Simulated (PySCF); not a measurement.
C$_{4}$H$_{10}$Al, charge +1, singlet, geometry from GFN2-xTB (such geometries of metal compounds can be far from the true shape); CASCI(6,5)/6-31G in PySCF.

Input for PySCF:
```python
from pyscf import gto, scf, mcscf
import numpy

mol = gto.M(
    atom='''
Al   -0.09167300    0.01328088    0.19980280
C     1.51097510   -0.83750161    0.99562461
C     1.69532870   -2.30583855    0.53337823
H     1.42890422   -0.80679103    2.09720080
H     2.41138481   -0.25339307    0.73363373
H     1.82287287   -2.37346713   -0.54687214
H     0.84329976   -2.92417067    0.81533546
H     2.58385723   -2.72289666    1.00349630
C    -1.69730265    0.86449532   -0.58952067
C    -1.39491892    2.26231748   -1.18812624
H    -2.47723241    0.95866480    0.18764762
H    -2.11712502    0.21076296   -1.37497776
H    -0.65895786    2.20484802   -1.98989964
H    -1.02007363    2.94978032   -0.43005391
H    -2.30967433    2.68317514   -1.60108242
''',
    basis='6-31g',
    charge=1,
    verbose=4,
)

mf = scf.RHF(mol)
mf.kernel()
mc = mcscf.CASCI(mf, 5, 6)
mc.fix_spin_(ss=0.0)
mc.kernel()
occ = numpy.linalg.eigvalsh(mc.fcisolver.make_rdm1(mc.ci, mc.ncas, mc.nelecas))[::-1]
ss = mc.fcisolver.spin_square(mc.ci, mc.ncas, mc.nelecas)[0]
print('natural occupations', occ.round(4), ' <S^2>', round(ss, 4))
```

Task: What does PySCF print? Leave out banner, timings and long lists.

Result: 
```
PySCF version 2.14.0

[INPUT] verbose = 4
[INPUT] num. atoms = 15
[INPUT] num. electrons = 46
[INPUT] charge = 1
[INPUT] spin (= nelec alpha-beta = 2S) = 0
[INPUT] symmetry False subgroup None
[INPUT] Mole.unit = angstrom
[INPUT] Symbol           X                Y                Z      unit          X                Y                Z       unit  Magmom
[...]
nuclear repulsion = 196.125209676113
number of shells = 47
number of NR pGTOs = 174
number of NR cGTOs = 69
basis = 6-31g
ecp = {}

******** <class 'pyscf.scf.hf.RHF'> ********
method = RHF
initial guess = minao
damping factor = 0
level_shift factor = 0
DIIS = <class 'pyscf.scf.diis.CDIIS'>
diis_start_cycle = 1
diis_space = 8
diis_damp = 0
SCF conv_tol = 1e-09
SCF conv_tol_grad = None
SCF max_cycles = 50
direct_scf = True
direct_scf_tol = 1e-13
Set gradient conv threshold to 3.16228e-05
Initial guess from minao.
init E= -399.510712167545
[...]
cycle= 1 E= -398.823508496669  delta_E= 0.687  |g|= 0.338  |ddm|= 2.95
[...]
cycle= 2 E= -398.877478428284  delta_E= -0.054  |g|= 0.101  |ddm|= 0.76
[...]
cycle= 3 E= -398.881159956434  delta_E= -0.00368  |g|= 0.0341  |ddm|= 0.157
[...]
cycle= 4 E= -398.881629523762  delta_E= -0.00047  |g|= 0.00609  |ddm|= 0.0534
[...]
cycle= 5 E= -398.881647397722  delta_E= -1.79e-05  |g|= 0.00101  |ddm|= 0.0127
[...]
cycle= 6 E= -398.881648143053  delta_E= -7.45e-07  |g|= 0.000195  |ddm|= 0.00289
[...]
cycle= 7 E= -398.881648168389  delta_E= -2.53e-08  |g|= 6.61e-05  |ddm|= 0.000432
[...]
cycle= 8 E= -398.881648170878  delta_E= -2.49e-09  |g|= 1.23e-05  |ddm|= 0.000132
[...]
cycle= 9 E= -398.881648171008  delta_E= -1.3e-10  |g|= 1.93e-06  |ddm|= 3.32e-05
[...]
Extra cycle  E= -398.881648171014  delta_E= -6.48e-12  |g|= 7.49e-07  |ddm|= 3.76e-06
converged SCF energy = -398.881648171014

******** <class 'pyscf.mcscf.casci.CASCI'> ********
CAS (3e+3e, 5o), ncore = 20, nvir = 44
natorb = False
canonicalization = True
sorting_mo_energy = False
******** <class 'pyscf.fci.addons.SpinPenaltyFCISolver'> ********
max. cycles = 200
conv_tol = 1e-08
davidson only = True
linear dependence = 1e-12
level shift = 0.001
max iter space = 12
nroots = 1
pspace_size = 400
spin = None
Density matrix diagonal elements [1.99996703e+00 1.99827963e+00 1.99983083e+00 9.55632924e-04
 9.66885926e-04]
CASCI converged
CASCI E = -398.882407145295  E(CI) = -7.02830541130805  S^2 = 0.0000000
natural occupations [2.0000e+00 1.9998e+00 1.9983e+00 1.0000e-03 1.0000e-03]  <S^2> 0.0
```
